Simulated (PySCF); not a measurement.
Ga(F)(NH2)2 (FGaH₄N₂), SMILES [NH2][Ga]([NH2])[F].

Geometry optimised at PBE-D3(BJ)/def2-SVP. The structure was generated by enumeration; whether it is a known compound was not checked. One conformer was computed; it need not be the lowest.

Computed with PBE-D3(BJ)/def2-SVP run with PySCF 2.14.0.

Frequencies are harmonic and unscaled.

Problem. List the normal modes with their intensities. (Estimate from the structure and the level; the computed values follow.)

Solution. 
```
mode  ν (cm⁻¹)  IR (km/mol)  moving atoms (share of kinetic energy)
----  --------  -----------  --------------------------------------
1          150          2.1                 N 57 %, H 25 %, Ga 15 %
2          175         11.8         F 52 %, N 24 %, Ga 14 %, H 10 %
3          183         15.7                 Ga 41 %, N 38 %, F 14 %
4          224         37.1                                  H 98 %
5          295         59.7                           H 88 %, N 8 %
6          339        256.9                          H 87 %, N 11 %
7          361         15.0                          H 75 %, N 25 %
8          636          7.1                  N 49 %, F 38 %, H 12 %
9          690         47.6                 F 43 %, N 27 %, Ga 23 %
10         721         36.5                 N 54 %, H 27 %, Ga 19 %
11         739         48.0                          H 74 %, N 18 %
12         800         61.9                          H 81 %, N 15 %
13        1473         27.0                          H 90 %, N 10 %
14        1478          5.3                           H 91 %, N 9 %
15        3485         32.6                                  H 96 %
16        3485          2.9                                  H 96 %
17        3589         35.9                           H 91 %, N 9 %
18        3589          9.3                           H 91 %, N 9 %
```
